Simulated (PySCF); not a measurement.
H₇Si₃, SMILES [SiH3][SiH2][SiH2], multiplicity 2.

Coordinates come from a ωB97X-D3(BJ)/def2-SVP optimisation. The isomer is the one that the SMILES or the coordinates give; other isomers of the formula were not compared.

The numbers are results of PySCF with PBE/def2-TZVPD, not measurements.

Isolated molecule, no solvent.

Computed frontier levels, dipole moment and polarisability:
The α spin, highest occupied and lowest empty level is -5.23 and -1.19 eV and the β spin, highest occupied and lowest empty level comes out as -7.01 and -3.63 eV. The dipole moment comes out as 0.15 D and the quadrupole, principal values (traceless, Buckingham form, about the centre of nuclear charge) is -0.39, -0.03, 0.41 D·Å. The mean static polarisability is 101.0 bohr³ (14.97 Å³) and the polarisability, principal values is 82.6, 95.5, 124.9 bohr³. The ⟨S²⟩ comes out as 0.754 (pure state 0.75).
